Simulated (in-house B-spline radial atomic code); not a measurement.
The numbers below are computed, except where a source is named.
**Two electrons in InAs: a Gaussian well −V exp(−r²/w²) with V = 25.2 meV and w = 74.6 nm**

For InAs the NSM archive of the Ioffe Institute lists m* = 0.023 m0 and ε = 15.15. In so narrow a gap the band flattens within tens of meV, so real spacings are smaller, by up to some tenths.

Effective-mass model with parabolic bands, a uniform dielectric constant, no image charges, no central-cell or spin-orbit terms. Two-electron levels come from full CI in B-splines with partial waves to l = 5 (up to 0.001 effective hartree above the limit).

What are the effective units, and what is the potential in them?

Ha* = 27211.386 meV × 0.023/15.15² = 2.727 meV and a* = 0.0529177 nm × 15.15/0.023 = 34.86 nm. V = 9.24 Ha* and w = 2.14 a*.

In these units the lowest s and p orbitals lie at -6.4365 and -4.7185, and their Coulomb and exchange integrals are J_ss = 1.0536, J_sp = 0.8547 and K_sp = 0.1658. Full CI gives -11.8920 for the ground singlet, -10.4847 for the sp triplet, -10.2076 for the sp singlet and -9.1143 for the lowest triplet of two s orbitals.

What does it cost to add the second electron, to first order and exactly?

To first order E = 2ε_s + J_ss = -11.8194, so the charging energy E(2) − 2E(1) is J_ss = 2.873 meV. CI gives -11.8920 − 2 × (-6.4365) = 0.9810, or 2.675 meV: relaxation and correlation lower it by 0.1981 meV, 6.9 % of J_ss. The s² configuration of one-electron orbitals holds 98.3 % of the state, and the mean radius is 31.6 nm. The second electron is bound by ε_s − E = 14.88 meV, against 17.55 meV for the first.

How far above the singlet do the triplets lie?

To first order the sp triplet lies at ε_s + ε_p + J_sp − K_sp = -10.4662, which is 3.69 meV above 2ε_s + J_ss. CI gives -10.4847 − (-11.8920) = 1.4073, or 3.838 meV, 82 % of the orbital spacing of 4.685 meV. The ss triplet lies 7.574 meV up, so the lower of the two is the sp one, and its gap equals k_BT at 44.5 K. The sp singlet-triplet splitting is 0.7556 meV, against 2K_sp = 0.9044 meV.
